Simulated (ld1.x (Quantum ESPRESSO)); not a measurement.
# Before and after: TM potential for tellurium

Te (Z = 52), norm-conserving Troullier–Martins (Kleinman–Bylander form), made with ld1.x (Quantum ESPRESSO) 7.5 (revPBE, non-relativistic). Core [Kr] 4d10, reference 5s2 5p4. Waves: 5p (bound): rc 1.95 bohr; 5s (bound): rc 1.60 bohr. Local part: the s channel. Core correction: Bessel-smoothed model core, default radius (core density twice the valence density).

All-electron outer shells of the reference configuration (revPBE, non-relativistic, ld1.x):

```json
{"shell": "4p", "level (eV)": "-111.79", "outermost node (bohr)": "0.39", "outermost maximum (bohr)": "0.75"}
{"shell": "4d", "level (eV)": "-43.69", "outermost node (bohr)": "0.36", "outermost maximum (bohr)": "0.81"}
{"shell": "5s", "level (eV)": "-13.90", "outermost node (bohr)": "0.95", "outermost maximum (bohr)": "1.87"}
{"shell": "5p", "level (eV)": "-5.98", "outermost node (bohr)": "1.01", "outermost maximum (bohr)": "2.20"}
```

Change: wave 5p (bound): rc 1.95 bohr becomes 5p (bound): rc 1.24 bohr.

Cutoffs: the cutoffs (Ry, on a coarse ladder) from which the occupation-weighted sum of valence levels, in a spherical-Bessel basis at the reference potential, stays within 10 and 1 mRy of its value at 400 Ry; they do not see the model core or the augmentation charge, which bear on the density cutoff. Errors are all-electron minus pseudo energies relative to the spin-unpolarised reference configuration.

Question: What does the change do?

Answer: A bound ghost appears in p, which as a rule spoils a file; the number of tests that count goes from 7 to 5; of the 5 tests that both files solve, the error grows in 5 and shrinks in 0 by more than 15 % and 0.3 meV (median size 10.5 → 34.6 meV). That the errors move this way runs against the usual rule that smaller radii transfer better.

| quantity | base | changed |
| --- | --- | --- |
| cutoff, loose | 35 Ry | over 300 Ry |
| cutoff, tight | 80 Ry | over 300 Ry |
| loose cutoff by channel (10 mRy a level) | p 10 Ry, s 30 Ry | p 300 Ry, s 30 Ry |
| bound ghosts | none | p |
| tests counted (converged, no solver errors) | 7 of 7 | 5 of 7 |
| error for 5s2 5p3, meV [ΔE 9.73 eV] | -1.0 | -34 |
| error for 5s2 5p2, meV [ΔE 27.59 eV] | -10 | -145 |
| error for 5s2 5p1, meV [ΔE 54.30 eV] | -47 | -332 |
| error for 5s2 5p3.5, meV [ΔE 3.91 eV] | -0.2 | -8.0 |
| error for 5s1 5p4, meV [ΔE 18.24 eV] | -13 | -35 |

Changed file: Tests not counted: 5s1 5p5 (pseudo-atom not self-consistent, printed error +15.2 eV); 5s0 5p6 (solver errors, printed error -172 eV). A true bound ghost makes a file unfit for plane-wave use even where its test errors are small: the radial tests pick states by their node count and pass the ghost by. Where a test does run into it, the solver fails or the error is huge.
